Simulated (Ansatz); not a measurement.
Species: CBrF2, charge 0, doublet. CBrF2 (SMILES F[C](F)Br, doublet).
B3LYP-D3(BJ)/def2-TZVP minimum from Ansatz (a quantum-chemistry and plane-wave program):
```xyz
4

C     -0.9787    -0.0231    -0.1195
F     -1.5361    -0.6673     0.8898
F     -1.4489     1.2092    -0.1878
Br     0.9354    -0.1354    -0.1600
```
Charge 0, spin multiplicity 2.

Total energies in hartree (Ansatz). UHF or UKS for unpaired electrons; spin-orbit terms are left out. Cores are frozen in correlated methods (noble-gas shells, and filled d and f shells in the p block). No relativity. Spin-orbit terms, left out, reach several kcal/mol for Br and I, and more for heavier atoms.

```csv
species,HF/cc-pVTZ,CCSD(T)/cc-pVTZ,HF/cc-pVQZ,CCSD(T)/cc-pVQZ,CCSD(T)/cc-pVDZ,CCSDT(Q)/cc-pVDZ
"1: CBrF2 (SMILES F[C](F)Br, doublet)",-2809.23629,-2810.07444,-2809.25869,-2810.17064,-2809.70483,-2809.70708
2: C (triplet),-37.69157,-37.78076,-37.69331,-37.78654,-37.76038,-37.76071
3: F (doublet),-99.40552,-99.62036,-99.41377,-99.65026,-99.52757,-99.52776
4: Br (doublet),-2572.44509,-2572.60263,-2572.44802,-2572.62195,-2572.47590,-2572.47619
```

Question: Work out the atomisation energy (electronic, to ground-state atoms) in kcal/mol: take Hartree-Fock from cc-pVQZ, extrapolate the CCSD(T) correlation energy as X^-3 (X = 3, 4), and add CCSDT(Q) - CCSD(T) in cc-pVDZ. 1 hartree = 627.51 kcal/mol.

Answer: 
Species 1: correlation (64·(-0.91195) - 27·(-0.83815))/37 = -0.96580; step -0.00225; E1 = -2809.25869 + (-0.96580) + (-0.00225) = -2810.22674
Species 2: correlation (64·(-0.09323) - 27·(-0.08919))/37 = -0.09618; step -0.00033; E2 = -37.69331 + (-0.09618) + (-0.00033) = -37.78982
Species 3: correlation (64·(-0.23649) - 27·(-0.21484))/37 = -0.25229; step -0.00019; E3 = -99.41377 + (-0.25229) + (-0.00019) = -99.66625
Species 4: correlation (64·(-0.17393) - 27·(-0.15754))/37 = -0.18589; step -0.00029; E4 = -2572.44802 + (-0.18589) + (-0.00029) = -2572.63420
-1·E1 +1·E2 +2·E3 +1·E4 = 0.47022 hartree = 295.1 kcal/mol.
